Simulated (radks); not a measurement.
Excited configurations of As: one electron is placed in a higher orbital outside [Ar] 3d10 4s2 4p2. The ground configuration is [Ar] 3d10 4s2 4p3. Method: Dirac Kohn-Sham, PBEsol, spin-unpolarised, spherical densities, point nucleus; open shells fill j = l - 1/2 first; computed with a radial shooting solver on a logarithmic mesh with Libxc functionals. Excitation = E - E(ground); binding = E(ion) - E, where the ion is the core of charge +1; n* = 1/sqrt(2 binding) in atomic units, and the quantum defect is n - n*.

outer orbital  excitation (eV)  binding (eV)     n*  quantum defect  eigenvalue (eV)  <r> (bohr)
4d3/2                    7.206         1.781  2.764           1.236           -0.663       8.522
4f5/2                    8.085         0.901  3.885           0.115           -0.428       17.50
5s1/2                    5.580         3.407  1.998           3.002           -1.921       6.235
5p1/2                    6.702         2.285  2.440           2.560           -1.225       8.398
5d3/2                    7.829         1.157  3.428           1.572           -0.613       16.00
5f5/2                    8.365         0.621  4.680           0.320           -0.359       29.67
6s1/2                    7.351         1.636  2.884           3.116           -0.985       13.26
6d3/2                    8.235         0.751  4.256           1.744           -0.453       26.74
6f5/2                    8.538         0.448  5.508           0.492           -0.280       44.45
7s1/2                    8.026         0.961  3.763           3.237           -0.610       22.88
7d3/2                    8.464         0.522  5.104           1.896           -0.334       40.35
7f5/2                    8.648         0.338  6.340           0.660           -0.222       62.30

The Delta-SCF ionisation energy is 8.987 eV (NIST Atomic Spectra Database: 9.789 eV, measured). Self-interaction in the functional shifts the binding energies and quantum defects, so they are the method's values and not measured ones. Spin polarisation and multiplet splitting are left out, so open shells lie too high by an amount that depends on their filling.

Beside tabulated values, note that spin-unpolarised runs miss the spin-polarisation part of the exchange energy of open shells.
